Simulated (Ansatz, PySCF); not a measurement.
Dissociation curve of SiH (cation, charge +1), singlet.

UHF/aug-cc-pVTZ (Ansatz, an electronic-structure program); RHF/aug-cc-pVTZ (Ansatz); UKS-B3LYP = Ansatz with unrestricted B3LYP/aug-cc-pVTZ; RKS-B3LYP = restricted B3LYP/aug-cc-pVTZ (Ansatz); UKS-PBE = unrestricted PBE/aug-cc-pVTZ (Ansatz); RKS-PBE = restricted PBE/aug-cc-pVTZ in Ansatz; UKS-B3LYP/6-31G* = unrestricted B3LYP/6-31G*, spherical d run with PySCF; RKS-B3LYP/6-31G* = restricted B3LYP/6-31G*, spherical d run with PySCF; UKS-BP86/6-31G* = unrestricted BP86/6-31G*, spherical d (PySCF); RKS-BP86/6-31G* = restricted BP86/6-31G*, spherical d in PySCF; UKS-B3LYP/3-21G = PySCF 2.14.0 with unrestricted B3LYP/3-21G; RKS-B3LYP/3-21G = restricted B3LYP/3-21G (PySCF 2.14.0).

Scanned distances (Å): 1.24, 1.32, 1.37, 1.44, 1.45, 1.52, 1.58, 1.61, 1.65, 1.77, 1.86, 2.07, 2.30, 2.54, 2.71, 3.06, 3.32, 3.77, 4.12, 4.58, 5.35, 6.10.

Task: Where does the unrestricted solution first break spin symmetry (<S²> of 0.01 or more)?

Result: UHF: already at 1.24 Å; UKS-B3LYP: between 2.30 and 2.54 Å; UKS-PBE: between 2.30 and 2.54 Å; UKS-B3LYP/6-31G*: between 2.30 and 2.54 Å; UKS-BP86/6-31G*: between 2.54 and 2.71 Å; UKS-B3LYP/3-21G: between 2.30 and 2.54 Å.

```csv
R / Å,<S²> UHF,E(RHF) − E(UHF) / kJ/mol,<S²> UKS-B3LYP,E(RKS-B3LYP) − E(UKS-B3LYP) / kJ/mol,<S²> UKS-PBE,E(RKS-PBE) − E(UKS-PBE) / kJ/mol,<S²> UKS-B3LYP/6-31G*,E(RKS-B3LYP/6-31G*) − E(UKS-B3LYP/6-31G*) / kJ/mol,<S²> UKS-BP86/6-31G*,E(RKS-BP86/6-31G*) − E(UKS-BP86/6-31G*) / kJ/mol,<S²> UKS-B3LYP/3-21G,E(RKS-B3LYP/3-21G) − E(UKS-B3LYP/3-21G) / kJ/mol
1.24,0.15,1.3,0.00,0.0,0.00,0.0,0.00,0.0,0.00,0.0,0.00,0.0
1.32,0.12,0.9,0.00,0.0,0.00,0.0,0.00,0.0,0.00,0.0,0.00,0.0
1.37,0.11,0.7,0.00,0.0,0.00,0.0,0.00,0.0,0.00,0.0,0.00,0.0
1.44,0.09,0.4,0.00,0.0,0.00,0.0,0.00,0.0,0.00,0.0,0.00,0.0
1.45,0.09,0.4,0.00,0.0,0.00,0.0,0.00,0.0,0.00,0.0,0.00,0.0
1.52,0.07,0.3,0.00,0.0,0.00,0.0,0.00,0.0,0.00,0.0,0.00,0.0
1.58,0.05,0.2,0.00,0.0,0.00,0.0,0.00,0.0,0.00,0.0,0.00,0.0
1.61,0.05,0.1,0.00,0.0,0.00,0.0,0.00,0.0,0.00,0.0,0.00,0.0
1.65,0.04,0.1,0.00,0.0,0.00,0.0,0.00,0.0,0.00,0.0,0.00,0.0
1.77,0.02,0.0,0.00,0.0,0.00,0.0,0.00,0.0,0.00,0.0,0.00,0.0
1.86,0.01,0.0,0.00,0.0,0.00,0.0,0.00,0.0,0.00,0.0,0.00,0.0
2.07,0.16,1.9,0.00,0.0,0.00,0.0,0.00,0.0,0.00,0.0,0.00,0.0
2.30,0.58,36.6,0.00,0.0,0.00,0.0,0.00,0.0,0.00,0.0,0.00,0.0
2.54,0.79,93.9,0.29,5.6,0.05,0.0,0.31,6.4,0.00,0.0,0.29,5.7
2.71,0.87,137.2,0.52,19.2,0.44,7.1,0.53,20.5,0.30,3.5,0.51,19.1
3.06,1.02,220.3,0.80,57.2,0.86,39.4,0.80,59.0,0.76,29.1,0.78,56.7
3.32,1.02,273.5,0.91,84.9,1.01,65.6,0.91,86.9,0.91,51.4,0.89,84.2
3.77,1.02,344.5,1.00,123.1,1.00,98.8,0.99,125.0,1.00,82.4,0.99,122.0
4.12,1.02,384.9,1.00,143.2,1.00,114.6,1.00,145.2,1.00,98.0,1.00,141.9
4.58,1.02,423.0,1.00,159.8,1.00,126.6,1.00,161.7,1.00,110.0,1.00,158.3
5.35,1.02,461.8,1.00,172.8,1.00,135.0,1.00,174.2,1.00,118.3,1.00,170.7
6.10,1.02,482.2,1.00,176.8,1.00,137.4,1.00,177.9,1.00,120.7,1.00,174.1
```
